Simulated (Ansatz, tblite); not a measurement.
Removing and adding an electron: the cluster PSe2 (the lowest doublet isomer of a short search). Charge 0, multiplicity 2. Geometry: PBE-D4/def2-TZVP. Ansatz, gas phase; energy differences of separate SCF runs; the oxidised species is a singlet (the triplet lies 0.17 eV higher at PBE0-D4/def2-TZVP); the reduced species is a singlet (the triplet lies 0.38 eV higher at PBE0-D4/def2-TZVPD).

```xyz
3

P     0.630    0.863    0.680
Se    0.672   -0.633   -1.000
Se   -1.303   -0.230    0.320
```

The xTB rows come from tblite. Correlated methods freeze 23 core orbitals; core or outer-core shells of Se are correlated, in sets that lack core-valence functions. The structure comes from a short search, and lower isomers may exist.

(1) Estimate orbital energies and vertical ionisation energies and electron affinities at: GFN1-xTB; GFN2-xTB; PBE-D4/def2-TZVP; PBE-D4/def2-TZVPD; r2SCAN-D4/def2-TZVP; r2SCAN-D4/def2-TZVPD; PBE0-D4/def2-TZVP; PBE0-D4/def2-TZVPD; MP2/def2-TZVPP; CCSD/def2-TZVPP; CCSD(T)/def2-TZVPP.

## Answers

(1) 
| level | −HOMO (eV) | vertical IE (eV) | −LUMO (eV) | vertical EA (eV) | HOMO–LUMO gap (eV) | IE − EA (eV) | remarks |
| --- | --- | --- | --- | --- | --- | --- | --- |
| GFN1-xTB | – | 12.96 | – | 3.96 | – | 9.00 | – |
| GFN2-xTB | – | 12.46 | – | 6.92 | – | 5.54 | – |
| PBE-D4/def2-TZVP | 4.96 | 7.93 | 3.80 | – | 1.16 | – | restricted SCF unstable in HF (+1 singlet) |
| PBE-D4/def2-TZVPD | 5.02 | – | 3.86 | 1.20 | 1.15 | – | HOMO above zero (-1 singlet), restricted singlet, untested (-1 singlet) |
| r2SCAN-D4/def2-TZVP | 5.34 | 8.18 | 3.55 | – | 1.79 | – | restricted SCF unstable in HF (+1 singlet) |
| r2SCAN-D4/def2-TZVPD | 5.37 | – | 3.58 | 1.18 | 1.79 | – | HOMO above zero (-1 singlet), restricted singlet, untested (-1 singlet) |
| PBE0-D4/def2-TZVP | 6.19 | 8.24 | 2.96 | – | 3.23 | – | restricted SCF unstable in HF (+1 singlet) |
| PBE0-D4/def2-TZVPD | 6.23 | – | 3.01 | 1.27 | 3.22 | – | HOMO above zero (-1 singlet), restricted singlet, untested (-1 singlet) |
| MP2/def2-TZVPP | – | 8.01 | – | – | – | – | restricted SCF unstable (+1 singlet) |
| CCSD/def2-TZVPP | – | 8.14 | – | – | – | – | large T1 (0.023) (+1 singlet), restricted SCF unstable (+1 singlet) |
| CCSD(T)/def2-TZVPP | – | 8.00 | – | – | – | – | large T1 (0.023) (+1 singlet), restricted SCF unstable (+1 singlet) |

Run but left out: HF/def2-TZVPP (charge +1 singlet: restricted singlet, unstable towards broken spin symmetry).   A HOMO above zero means that the electron is unbound at that level or that self-interaction error raises the level; the energy of removing that electron tells which. HOMO and LUMO are the levels of the spin that leaves or enters (xTB has no such levels and no spin-polarisation term). Other spin states of the ions may lie lower, which would lower the ionisation energy or raise the affinity. Raw xTB energy differences between charge states are shifted by several eV; the methods need an empirical correction for them.
